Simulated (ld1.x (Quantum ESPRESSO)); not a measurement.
Before and after: TM potential for tungsten (W)

* Element: W (Z = 74)
* Generator: ld1.x (Quantum ESPRESSO) 7.5
* Type: norm-conserving Troullier–Martins (Kleinman–Bylander form)
* Functional: PBEsol
* Relativity: scalar-relativistic
* Frozen core: [Kr] 4d10 4f14 5s2
* Valence charge: 12
* Reference configuration: 5p6 5d4 6s2 6p0
* Partial waves: 6s (bound): rc 2.00 bohr; 5p (bound): rc 1.80 bohr; 5d (bound): rc 1.55 bohr
* Local potential: all-electron potential smoothed inside 1.55 bohr (lloc = -1)
* Core correction: a·sin(br)/r model core, default radius (core density twice the valence density)

Change: core correction none.

Cutoffs: the cutoffs (Ry, on a coarse ladder) from which the occupation-weighted sum of valence levels, in a spherical-Bessel basis at the reference potential, stays within 10 and 1 mRy of its value at 400 Ry; they do not see the model core or the augmentation charge, which bear on the density cutoff. Errors are all-electron minus pseudo energies relative to the spin-unpolarised reference configuration.

Problem. What does the change do?

Solution. The potential gets neither clearly harder nor softer (40 Ry and 70 Ry → 40 Ry and 70 Ry); both files keep a bound ghost (s); of the 7 tests that both files solve, the error grows in 1 and shrinks in 6 by more than 15 % and 0.3 meV (median size 5.3 → 4.1 meV). The default core radius of the base comes out at 0.92 bohr.

```csv
quantity,base,changed
"cutoff, loose",40 Ry,40 Ry
"cutoff, tight",70 Ry,70 Ry
bound ghosts,s,s
"error for 5p6 5d4 6s1 6p0, meV [ΔE 8.92 eV]",-5.3,-4.1
"error for 5p6 5d4 6s0 6p0, meV [ΔE 24.62 eV]",-23,-13
"error for 5p6 5d3 6s0 6p0, meV [ΔE 50.02 eV]",-22,+4.0
"error for 5p6 5d3 6s2 6p0, meV [ΔE 8.87 eV]",+4.6,+8.3
"error for 5p6 5d4.5 6s1.5 6p0, meV [ΔE 0.70 eV]",-4.7,-3.5
"error for 5p6 5d4 6s1.5 6p0, meV [ΔE 3.65 eV]",-1.8,-1.5
"error for 5p6 5d2 6s0 6p0, meV [ΔE 87.25 eV]",-75,+12
s: phases at 2.20 bohr within 0.05 rad from the reference energy up to (Ry; the scan ends near 5),0.3,0.3
p: phases at 2.20 bohr within 0.05 rad from the reference energy up to (Ry; the scan ends near 5),1.1,1.1
d: phases at 2.20 bohr within 0.05 rad from the reference energy up to (Ry; the scan ends near 5),4.3,4.3
```

 A true bound ghost makes a file unfit for plane-wave use even where its test errors are small: the radial tests pick states by their node count and pass the ghost by.
